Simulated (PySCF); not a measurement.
C₃H₅NOSi, SMILES C1C=N[Si@@H](C=1)O.

The structure is a stationary point at PBE0-D3(BJ)/def2-SVP. The structure was generated by enumeration; whether it is a known compound was not checked. Other conformers were not sampled.

The numbers are results of PBE0-D3(BJ)/def2-SVP (PySCF), not measurements.

Frequencies are harmonic and unscaled.

```tsv
mode	ν (cm⁻¹)	IR (km/mol)	Raman (Å⁴/amu)	depolarisation	moving atoms (share of kinetic energy)
1	141	1.0	5.8	0.74	O 32 %, C 27 %, H 19 %, Si 14 %, N 8 %
2	175	42.5	4.8	0.75	H 65 %, C 12 %, O 9 %
3	291	79.5	0.2	0.45	H 44 %, O 36 %, C 10 %
4	407	23.9	2.6	0.47	C 41 %, H 17 %, O 15 %, N 15 %, Si 12 %
5	453	9.0	1.0	0.70	C 35 %, H 33 %, N 25 %
6	505	28.0	1.9	0.49	Si 40 %, C 29 %, N 17 %, H 10 %
7	644	12.8	2.1	0.71	C 47 %, Si 32 %, N 14 %
8	709	53.8	7.1	0.56	H 80 %, C 17 %
9	735	31.3	6.2	0.45	H 72 %, C 19 %
10	741	18.1	10.7	0.15	N 45 %, H 26 %, C 18 %
11	798	43.5	1.5	0.72	H 74 %, O 14 %
12	862	92.9	5.7	0.59	H 48 %, C 33 %, N 11 %
13	888	236.9	4.6	0.73	H 69 %, C 9 %, Si 8 %
14	934	122.9	5.0	0.34	Si 36 %, O 35 %, H 16 %, C 9 %
15	956	59.2	1.9	0.41	C 62 %, H 26 %
16	977	8.9	2.6	0.74	H 70 %, C 25 %
17	1019	0.6	3.4	0.74	H 67 %, C 32 %
18	1080	25.2	12.3	0.63	H 86 %, C 10 %
19	1306	12.4	1.9	0.66	H 68 %, C 31 %
20	1363	17.7	11.6	0.65	H 72 %, C 20 %, N 9 %
21	1611	32.0	40.0	0.11	C 88 %
22	1708	43.6	5.5	0.41	C 62 %, N 33 %
23	2291	100.6	173.0	0.23	H 97 %
24	3082	56.0	190.6	0.32	H 92 %, C 8 %
25	3186	13.9	152.3	0.36	H 92 %, C 8 %
26	3241	0.5	126.2	0.23	H 91 %, C 9 %
27	3932	111.5	80.6	0.27	H 94 %
```
